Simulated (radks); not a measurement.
Problem. Valence configurations of Pb IV (all share [Xe]). All-electron calculation, Dirac Kohn-Sham, BLYP, spin-unpolarised, spherical densities, point nucleus; open shells are shared between the two j in proportion to 2j + 1. Program: a radial shooting solver on a logarithmic mesh with Libxc functionals. Order these by energy: 4f14 5d10 6s1; 4f13 5d10 6s2; 4f12 5d10 6s1 6p2; 4f14 5d9.5 6s1.5; 4f14 5d9 6s1 6p1; 4f14 5d9 6s2; 4f11 5d10 6s2 6p2; 4f13 5d10 6s1 6p1; 4f12 5d9 6s2 6p2; 4f13.5 5d10 6s1 6p0.5.

Solution. From the lowest, in eV above it: 4f14 5d10 6s1 0.000; 4f14 5d9.5 6s1.5 6.038; 4f14 5d9 6s2 12.516; 4f14 5d9 6s1 6p1 24.209; 4f13.5 5d10 6s1 6p0.5 69.449; 4f13 5d10 6s2 131.52; 4f13 5d10 6s1 6p1 143.39; 4f12 5d10 6s1 6p2 305.08; 4f12 5d9 6s2 6p2 325.59; 4f11 5d10 6s2 6p2 472.13. NIST lists [Xe] 4f14 5d10 6s1 as the ground configuration; this level of theory agrees among the configurations tried. The energies are those of spherical spin-averaged densities, not of single terms.
